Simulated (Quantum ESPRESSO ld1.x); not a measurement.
Results of a calculation; reference values are marked as such.
Question: Ag43+, configuration [He] 2s2. Level of theory: scalar-relativistic Kohn-Sham, LDA (Slater exchange, Perdew-Zunger correlation), spin-unpolarised, spherical densities, point nucleus (ld1.x of Quantum ESPRESSO 7.5). Some entries of the table are withheld. Estimate them.

orbital,occ.,eigenvalue (hartree),<r> (bohr),r(max) (bohr)
1s,2,-1076.27,0.03099,(1)
2s,2,-257.501,(2),(3)
2p,0,-248.127,0.1088,0.086
3s,0,-110.673,(4),0.282

Answer: 
(1) 1s r(max) (bohr): 0.020
(2) 2s <r> (bohr): 0.1268
(3) 2s r(max) (bohr): 0.110
(4) 3s <r> (bohr): 0.2921
